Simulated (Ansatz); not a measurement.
Sb₂, triplet, geometry from GFN2-xTB (a higher spin typed on purpose: for a closed-shell molecule this is an excited state) (all electrons, no relativity); B3LYP/3-21G run with Ansatz (a first-principles code).

The Ansatz input:
Ansatz 0.2 input:
```yaml
crystal:
  periodic: [false, false, false]
  atoms:
    - {symbol: Sb, position_ang: [-0.00000000, -0.00000000, -1.35280165]}
    - {symbol: Sb, position_ang: [0.00000000, 0.00000000, 1.35280165]}
basis:
  gaussian:
    orbitals: 3-21G.json
    nuclear_model: gaussian
hamiltonian:
  xc: b3lyp
magnetization: {spin_polarized: true, initial_magnetization: 2}
```
The basis file holds 3-21G in the JSON format of the Basis Set Exchange.

**Question.** Predict the main parts of the log of this Ansatz run.

**Answer.** 
```
Functional definition: B3LYP
811 factors; integrals over basis functions are off by at most 1.3e-4 eV
mean field evaluation 1: about -342246.4872 eV, gradient 5.8e0 eV
mean field evaluation 2: about -342246.5527 eV, gradient 9.2e-1 eV
mean field evaluation 4: about -342246.5606 eV, gradient 1.8e-2 eV
mean field evaluation 8: about -342246.5628 eV, gradient 1.3e-2 eV
mean field evaluation 16: about -342247.0640 eV, gradient 3.4e-2 eV
mean field evaluation 32: about -342247.0717 eV, gradient 9.4e-1 eV
mean field evaluation 64: about -342246.5628 eV, gradient 1.2e-5 eV
mean field -342247.06405813 eV, -12577.3476207444 hartree, gradient 1.4e-5 eV, S^2 2.000523; 10 other end points of the search recorded, 0 dependent functions left out
reference -342247.06422312 eV, -12577.3476268074 hartree; 52, 50 occupied and 14, 16 virtual orbitals, 811 factors
Total energy: -342247.06422312 eV, -12577.3476268074 hartree
```
